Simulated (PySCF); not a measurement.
## Exercise with solution: dipole moment from atomic charges

germanium monoxide (GeO), SMILES [O]=[Ge] (connectivity only; charge and spin as stated), neutral, multiplicity 1. Atoms are numbered in the order given.

```xyz
2

Ge     0.0000     0.0000    -0.3266
O      0.0000     0.0000     1.3063
```
Charge 0, spin multiplicity 1.

The structure is a stationary point at B3LYP-D3(BJ)/def2-TZVPD.

Charges (e) from ωB97X/def2-TZVPD run with PySCF:

| atom | ESP fit | IAO |
|---|---|---|
| Ge1 | 0.495 | 0.705 |
| O2 | -0.495 | -0.705 |

The dipole moment of the full density is 3.66 D.

**Question.** What dipole moment does each set of point charges give, and which comes closer to that of the density?

**Answer.** 
μ = Σ q r, and 1 e Å = 4.8032 D.
ESP fit: Σ q r = (0.000, 0.000, -0.808) e Å, |μ| = 3.88 D.
IAO: Σ q r = (0.000, 0.000, -1.151) e Å, |μ| = 5.53 D.
ESP fit comes closer in size. Point charges leave out the atoms' own dipoles (lone pairs, polarised bonds); fits to the potential absorb them, partitions of the density don't.
